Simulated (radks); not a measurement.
Valence configurations of the chlorine ion Cl2+ (all share [Ne]). Calculated with a radial shooting solver on a logarithmic mesh with Libxc functionals: scalar-relativistic Kohn-Sham, PBEsol, spin-polarised, spherical densities, point nucleus; open shells are filled with parallel spins first. Energies are relative to 3s2 3p3; eigenvalues in eV for spin up.

valence,E (eV),moment (Bohr magnetons),e(3p),e(3s)
3s2 3p3,0.000,3,-33.012,-46.283
3s1 3p4,13.073,3,-33.623,-46.993
3s0.5 3p4.5,21.382,2,-33.491,-46.851
3s1.5 3p3.5,6.540,3,-33.317,-46.638
3p5,29.007,1,-33.255,-

NIST lists [Ne] 3s2 3p3 as the ground configuration; this level of theory agrees among the configurations tried. The energies are those of spherical high-spin densities, not of single terms.
